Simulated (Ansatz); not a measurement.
A structure relaxed at PBE0-D4/def2-TZVP, charge 0, multiplicity 1:

```csv
atom,x (Å),y (Å),z (Å)
O1,1.3112,0.5573,1.0671
B2,1.3585,-0.0492,-0.1424
O3,2.5580,-0.0644,-0.7736
S4,-0.0779,-0.8816,-0.9723
Si5,-1.7429,-0.0294,0.0457
H6,0.4787,0.4558,1.5347
H7,2.5304,-0.4489,-1.6514
H8,-2.9086,-0.9074,-0.2067
H9,-1.4754,0.0169,1.5131
H10,-2.0321,1.3508,-0.4142
```

**Question.** Give its formula and SMILES.

**Answer.** BH5O2SSi, `OB(O)S[SiH3]`.

**Question.** Summarise the bond lengths by kind.

**Answer.** 2 × B–O 1.354 to 1.355 Å; 2 × H–O 0.959 to 0.960 Å; 1 × B–S 1.856 Å; 1 × S–Si 2.129 Å; 3 × H–Si 1.481 to 1.492 Å.

Results of the Gaussian-basis code of Ansatz.
